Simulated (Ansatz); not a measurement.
`[F][Ga]([Cl])[GeH3]` and `[F][In]([Cl])[GeH3]` differ in one element.

Ansatz, PBE0-D4/def2-TZVP geometries, multiplicity 1. 

Elements past krypton have def2 core potentials. Scalar relativity is left out up to krypton.

```json
{"property": "LUMO energy (PBE0/def2-TZVPP) / eV", "`[F][Ga]([Cl])[GeH3]`": "-1.79"}
{"property": "HOMO–LUMO gap (ωB97M-V/def2-TZVPP) / eV", "`[F][Ga]([Cl])[GeH3]`": "10.64"}
{"property": "LUMO energy (ωB97M-V/def2-TZVPP) / eV", "`[F][Ga]([Cl])[GeH3]`": "-0.03"}
{"property": "HOMO–LUMO gap (B3LYP/def2-TZVPP) / eV", "`[F][Ga]([Cl])[GeH3]`": "6.38"}
{"property": "size of the dipole moment (B3LYP/def2-TZVPP) / D", "`[F][Ga]([Cl])[GeH3]`": "3.09"}
{"property": "HOMO–LUMO gap (PBE0/def2-TZVPP) / eV", "`[F][Ga]([Cl])[GeH3]`": "6.84"}
```

What does the change do to each property? (Best estimate.)

Computed: 
```csv
property,`[F][In]([Cl])[GeH3]`,shift
LUMO energy (PBE0/def2-TZVPP) / eV,-1.96,-0.17
HOMO–LUMO gap (ωB97M-V/def2-TZVPP) / eV,10.15,-0.49
LUMO energy (ωB97M-V/def2-TZVPP) / eV,-0.36,-0.33
HOMO–LUMO gap (B3LYP/def2-TZVPP) / eV,6.04,-0.34
size of the dipole moment (B3LYP/def2-TZVPP) / D,4.33,1.24
HOMO–LUMO gap (PBE0/def2-TZVPP) / eV,6.52,-0.32
```

With PBE0 the HOMO rises by 0.15 eV and the LUMO falls by 0.17 eV, so the gap narrows by about 0.32 eV. PBE moves the HOMO by 0.16 eV and ωB97M-V by 0.15 eV. Dipoles are sizes alone; their direction can turn.

B3LYP here is the variant with VWN-RPA as its local correlation; programs differ in this.
